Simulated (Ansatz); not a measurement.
Cost and result up the ladder for Ta(NH)Cl3 (TaNCl₃H) (6 atoms). The state is a singlet with charge 0. Geometry: PBE0-D4/def2-SVP.

```tsv
atom	x (Å)	y (Å)	z (Å)
Ta1	-0.165	0.362	0.125
N2	0.525	-1.152	-0.398
H3	0.927	-2.032	-0.701
Cl4	1.537	1.573	1.090
Cl5	-1.824	-0.148	1.637
Cl6	-1.001	1.398	-1.753
```

Ansatz on 4 threads of Arm Neoverse V2 on a shared host. Times are rough, and most runs start from the orbitals of an earlier one. ωB97M-V/def2-TZVP serves as the yardstick here, not as an exact answer. Differences are given only for rows in sets of like size (and for xTB, whose basis is part of the method), since another set adds its own error. Binding counts from free atoms at the same level (Ta quartet, N quartet, H doublet, Cl doublet; other spins of the atoms weren't run), without zero-point energy or a counterpoise term.

In the def2 sets Ta takes a core potential; there is no spin–orbit coupling. B3LYP takes the VWN-RPA correlation. HSE06 is defined as in plane-wave codes, on full-range PBE exchange. Correlated methods freeze 16 core orbitals; core or outer-core shells of Ta are correlated, in sets that lack core-valence functions.

Correlated methods converge slowly with the basis.

```csv
level,functions,wall time
PBE0-D4/def2-SVP,105,1.3 s
PBE-D4/def2-TZVP,188,1.4 s
PBE-D4/def2-TZVPD,227,2.1 s
B3LYP-D4/def2-TZVP,188,2.1 s
PBE0-D4/def2-TZVP,188,2.1 s
HSE06-D4/def2-TZVP,188,2.2 s
BHLYP-D4/def2-TZVP,188,2.5 s
CAM-B3LYP-D4/def2-TZVP,188,2.7 s
PBE0-D4/def2-TZVPD,227,3.5 s
r2SCAN-D4/def2-TZVP (with forces),188,4 s
r2SCAN-D4/def2-TZVPD,227,4.8 s
B97M-V/def2-TZVP,188,7 s
ωB97M-V/def2-TZVP,188,8 s
CCSD(T)/def2-TZVP,188,58 s
```

Question: Estimate what each level gives for the binding energy per atom (eV).

Answer: 
```tsv
level	binding energy per atom (eV)	difference from ωB97M-V/def2-TZVP (eV)
PBE0-D4/def2-SVP	4.10	–
PBE-D4/def2-TZVP	4.29	0.22
PBE-D4/def2-TZVPD	4.29	0.22
B3LYP-D4/def2-TZVP	4.06	-0.01
PBE0-D4/def2-TZVP	4.12	0.05
HSE06-D4/def2-TZVP	4.12	0.05
BHLYP-D4/def2-TZVP	3.84	-0.23
CAM-B3LYP-D4/def2-TZVP	4.05	-0.02
PBE0-D4/def2-TZVPD	4.12	0.05
r2SCAN-D4/def2-TZVP (with forces)	4.17	0.10
r2SCAN-D4/def2-TZVPD	4.17	0.10
B97M-V/def2-TZVP	4.18	0.10
ωB97M-V/def2-TZVP	4.07	0.00
CCSD(T)/def2-TZVP	4.00	-0.07
```
